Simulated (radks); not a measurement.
The numbers below are computed, except where a source is named.
Problem. The mean radii <r> (bohr) of the occupied orbitals of an atom or ion are listed with their occupations. Level of theory: non-relativistic Kohn-Sham, PBE, spin-unpolarised, spherical densities, point nucleus (a radial shooting solver on a logarithmic mesh with Libxc functionals).

| orbital | occ. | <r> |
|---|---|---|
| 1s | 2 | 0.05291 |
| 2s | 2 | 0.2387 |
| 2p | 6 | 0.2078 |
| 3s | 2 | 0.7198 |
| 3p | 6 | 0.7492 |
| 3d | 9 | 0.9358 |
| 4s | 1 | 2.506 |

Name the element and its charge.

Solution. Z = 29, copper, charge +1: Cu+ in [Ar] 3d9 4s1. The 1s radius gives Z: for a bare nucleus <r> = 1.5/Z, 0.05172 bohr for Z = 29, and screening makes it slightly larger (0.05291 here). The occupations add up to 28, and the charge is Z minus that.
